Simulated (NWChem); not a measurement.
Molecule: BH₃O; SMILES BO

All runs: NWChem. Pople sets run with spherical d functions. Geometry: optimised at PBE0-D3(BJ)/def2-TZVP. B3LYP is NWChem's, with the RPA form of VWN correlation. Static field.

```json
[
 {"level": "PBE/6-31+G*", "isotropic polarisability (bohr³)": "19.0", "anisotropy (bohr³)": "9.5"},
 {"level": "B3LYP/6-31+G*", "isotropic polarisability (bohr³)": "18.2", "anisotropy (bohr³)": "9.1"},
 {"level": "Hartree-Fock/6-31+G*", "isotropic polarisability (bohr³)": "16.4", "anisotropy (bohr³)": "8.5"},
 {"level": "BHandHLYP/6-31+G*", "isotropic polarisability (bohr³)": "17.3", "anisotropy (bohr³)": "8.8"}
]
```
